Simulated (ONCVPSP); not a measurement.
What one change does to a pseudopotential (Se (Z = 34), ONCV)

```
Element                 : Se
Generator               : ONCVPSP 4.0.1
Type                    : optimised norm-conserving Vanderbilt (ONCV)
Functional              : PBE
Relativity              : scalar-relativistic
Frozen core             : [Ar] 3d10
Valence charge          : 6
Reference configuration : 4s2 4p4
Partial waves           : 4s: rc 1.25 bohr, ncon 3, nbas 8, qcut 5.3 1/bohr, 2 projectors, debl 1.4 Ha; 4p: rc 1.95 bohr, ncon 4, nbas 8, qcut 3.7 1/bohr, 2 projectors, debl 1.9 Ha
Local potential         : polynomial inside 0.80 bohr (lpopt 5, dvloc0 0 Ha)
Core correction         : Teter function, fcfact 6, rcfact 1.05
```

Change: local potential polynomial inside 0.80 bohr (lpopt 5, dvloc0 9.5 Ha).

Cutoffs: the cutoffs (Ha) at which the residual kinetic energy of the hardest occupied pseudo-wave falls to 1 and 0.1 mHa per electron; they do not see the model core or the augmentation charge, which bear on the density cutoff. Errors are all-electron minus pseudo energies relative to the spin-unpolarised reference configuration.

Task: What does the change do?

Result: The potential gets neither clearly harder nor softer (11 Ha and 78 Ha → 11 Ha and 78 Ha); both files keep a bound ghost (s); the lowest positive-energy flag moves from p at 97.0 eV to s at 11.6 eV; the errors of the 4 common tests hardly move; the range in which the s phases agree narrows (upper end at the end of the scan → 0.4).

| quantity | base | changed |
| --- | --- | --- |
| cutoff, loose | 11 Ha | 11 Ha |
| cutoff, tight | 78 Ha | 78 Ha |
| bound ghosts | s | s |
| GHOST(+) flags under 300 eV | p at 97.0 eV | s at 11.6 eV |
| error for 4s2 4p3, meV [ΔE 10.85 eV] | -4.9 | -4.8 |
| error for 4s2 4p2, meV [ΔE 31.19 eV] | -26 | -25 |
| error for 4s2 4p1, meV [ΔE 62.06 eV] | -74 | -71 |
| error for 4s1 4p4, meV [ΔE 22.38 eV] | +0.4 | +0.2 |
| s: phases at 1.27 bohr within 0.05 rad from the reference energy up to (Ha; the scan ends near 5) | to the end of the scan | 0.4 |
| p: phases at 1.98 bohr within 0.05 rad from the reference energy up to (Ha; the scan ends near 5) | 3.1 | 3.4 |
| rms error of d²Exc/dni dnj with the model core, mHa | 2.74 | 2.73 |

 A true bound ghost makes a file unfit for plane-wave use even where its test errors are small: the radial tests pick states by their node count and pass the ghost by.
